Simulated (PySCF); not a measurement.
CBr₂, SMILES Br[C]Br (connectivity only; charge and spin as stated), neutral, multiplicity 1.

The structure is a stationary point at B3LYP-D3(BJ)/def2-TZVP.

Calculation: ωB97X/def2-TZVPD (PySCF).

Symmetry labels are those of the subgroup C2v that the program uses (full group C2v).

Computed valence orbital energies around the gap with their symmetry:
```tsv
orbital	symmetry	energy (eV)
HOMO−7	B2	-25.25
HOMO−6	A1	-19.27
HOMO−5	B2	-14.46
HOMO−4	A1	-13.38
HOMO−3	B1	-13.13
HOMO−2	A2	-11.39
HOMO−1	B2	-10.95
HOMO	A1	-9.74
LUMO	B1	-1.43
LUMO+1	A1	0.85
LUMO+2	B2	1.48
LUMO+3	A1	1.80
```
